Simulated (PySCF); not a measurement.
# Reading the logs of faulty runs: AlGe2H8N

These are calculations, not measurements. They come from PySCF 2.14.0, an open-source quantum chemistry program, on an isolated molecule that a program drew, which may never have been made. The molecule is AlGe2H8N (charge 0, singlet), drawn as the SMILES string `[NH2][Al]([GeH3])[GeH3]`.

Each row is a Hartree-Fock (HF) and frozen-core CCSD(T) single point in the cc-pV(D+d)Z basis, meant for a local HF minimum. Run 1 is clean. Each other run has one planted mistake out of seven kinds, and not every kind appears here: one electron removed, one electron added, multiplicity raised by two, geometry at a saddle point, minimal basis STO-3G, one bond length entered in bohr, all coordinates scaled. The reference is restricted for singlets and unrestricted otherwise, and also for a bond in bohr. Adding or removing an electron swaps singlet and doublet. Electrons count all cores. HOMO and LUMO are orbital energies over both spins, the gradient is its largest component, and the lowest frequency (negative if imaginary) is given only where the gradient is small. Bond lengths are over the 11 bonds as drawn. T1 is the CCSD diagnostic: over 0.02 (restricted) or 0.045 (unrestricted) a single reference is doubtful. Germanium has the cc-pVDZ-PP basis, with a core potential (ECP10MDF) in place of its 10 inner electrons, and its 3s, 3p and 3d shells are frozen in CCSD(T).

Geometry of the clean run:
```xyz
12
AlGe2H8N, angstrom
N    -0.3567    0.5495    0.4215
Al    0.2493   -1.1003    0.5824
Ge   -1.0892   -2.9508   -0.4513
Ge    2.3953   -1.4483    1.8306
H    -1.2003    0.8142   -0.0535
H     0.0885    1.3699    0.7904
H    -1.5425   -3.9845    0.5946
H    -2.3595   -2.4369   -1.1517
H    -0.2792   -3.7250   -1.5059
H     2.2072   -2.3675    3.0503
H     3.4709   -2.1082    0.9500
H     2.9921   -0.1293    2.3526
```

| run | electrons | basis functions | <S^2> | HOMO (eV) | LUMO (eV) | gradient (hartree/bohr) | lowest frequency (cm^-1) | mean bond (Å) | longest bond (Å) | T1 | HF (hartree) | CCSD(T) (hartree) | mistake |
|---|---|---|---|---|---|---|---|---|---|---|---|---|---|
| 1 | 92 | 123 | 0.000 | -9.24 | 1.53 | 4.9e-06 | 27 | 1.6381 | 2.507 | 0.0146 | -887.82343 | -888.33942 | no fault |
| 2 | 92 | 123 | 2.040 | -5.05 | -1.05 | 1.1e-01 | - | 1.6381 | 2.507 | 0.0134 | -887.67316 | -888.15811 | multiplicity raised by two |
| 3 | 92 | 123 | 0.873 | -8.43 | 0.74 | 5.2e-03 | - | 1.7626 | 2.908 | 0.0357 | -887.72860 | -888.22963 | one bond length entered in bohr |
| 4 | 93 | 123 | 0.770 | 0.28 | 7.05 | 3.1e-02 | - | 1.6381 | 2.507 | 0.0139 | -887.78939 | -888.31816 | ? |

**Which mistake was planted in run 4, and what did it cost?**

It counts 93 electrons, one more than the clean run, at the same geometry and basis. So the mistake is: one electron added. Subtracting run 1 and multiplying by 627.51 kcal/mol a hartree, the energy moved by 21.4 kcal/mol in HF and 13.3 kcal/mol in CCSD(T).

Cautions from the logs. Run 4: the HOMO is above zero, so the electron isn't bound and the energy depends on the basis.
